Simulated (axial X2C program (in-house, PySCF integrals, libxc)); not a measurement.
Ionising CaSi

Computed with an axial X2C code built on PySCF integrals, spin-free (one-electron X2C) or two-component (2c: spin–orbit coupling with atomic mean-field Coulomb and Gaunt terms, which also bring small scalar terms), in Dyall basis sets with cores contracted in-house; open shells are unrestricted.

Basis sets: Ca dyall-cv3z, Si dyall-v3z. Frozen shells (counts by l): CaSi Ca 2s1p, Si 2s1p, 14 electrons correlated; CaSi⁺ Ca 2s1p, Si 2s1p, 13 electrons correlated. Coupled cluster in natural virtuals with an MP2 remainder. Where the outer core of a metal is frozen, bonds come out longer and ionisation energies lower.

| Hamiltonian | level | CaSi state | Re (Å) | ωe (cm⁻¹) | De (eV) |
| --- | --- | --- | --- | --- | --- |
| spin-free | HF | M_S = 1, Λ = 0 | 2.890 | 259.2 | 1.31 |
| spin-free | PBE0 | M_S = 1, Λ = 0 | 2.778 | 277.0 | 1.68 |
| spin-free | CCSD | M_S = 1, Λ = 0 | 2.830 | 268.1 | 1.19 |
| spin-free | CCSD(T) | M_S = 1, Λ = 0 | 2.822 | 269.9 | 1.20 |
| 2c | HF | Ω = 1 | 2.891 | 259.1 | 1.31 |
| 2c | PBE0 | Ω = 1 | 2.778 | 277.0 | 1.68 |
| 2c | CCSD | Ω = 1 | 2.830 | 268.0 | 1.19 |
| 2c | CCSD(T) | Ω = 1 | 2.823 | 269.8 | 1.20 |

Adiabatic ionisation energy (minimum to minimum, no zero-point term) and constants of CaSi⁺:

```csv
Hamiltonian,level,CaSi⁺ state,IE (eV),Re (Å),ωe (cm⁻¹),De (eV),fragments
spin-free,HF,"M_S = 3/2, Λ = 0",5.70,2.717,322.2,0.74,Ca+ + Si
spin-free,PBE0,"M_S = 3/2, Λ = 0",5.96,2.647,330.5,1.73,Ca+ + Si
spin-free,CCSD,"M_S = 3/2, Λ = 0",6.03,2.678,326.2,1.21,Ca+ + Si
spin-free,CCSD(T),"M_S = 3/2, Λ = 0",6.04,2.677,325.4,1.27,Ca+ + Si
2c,HF,Ω = 3/2,5.70,2.717,321.9,0.74,Ca+ + Si
2c,PBE0,Ω = 3/2,5.96,2.647,330.5,1.73,Ca+ + Si
2c,CCSD,Ω = 3/2,6.03,2.679,325.8,1.21,Ca+ + Si
2c,CCSD(T),Ω = 3/2,6.04,2.677,325.1,1.27,Ca+ + Si
```

Question: Add the zero-point terms to the ionisation energy at CCSD(T), 2c, and say whether the electron removed was bonding.

Answer: IE0 = IE + (ωe⁺ − ωe)/2 = 6.04 + (0.003) = 6.04 eV. Re changes by -0.146 Å, so the bond shortens, as on loss of an antibonding or a polarising non-bonding electron.

Question: Close the cycle De(CaSi⁺) + IE(CaSi) = De(CaSi) + IE(Ca) to find the atomic ionisation energy at CCSD(T), 2c.

Answer: IE(Ca) = 1.27 + 6.04 − 1.20 = 6.11 eV, for the determinants used.

Each entry is the lowest single determinant of a limited PBE0 search at one distance. De goes to single-determinant-based atoms at the same level (for ions the charge split of lowest energy) and is withheld (n/a) where an atom does not fit its ground term or J level. Main or longest-lived isotopes. One determinant is a doubtful description, or other states lie close, for CaSi, CaSi⁺; these need not be ground states, and all values refer to the states named. Some open-shell Ω = 0 determinants are out of reach, so the Ω given for CaSi need not be the lowest component. With several unpaired electrons the Ω given is that of one determinant, not necessarily of the lowest component. Some light 2c atoms are not at their ground J level, so De misses part of their lowering (0.04 eV or less). The functionals have no current term, which raises determinants with orbital currents.
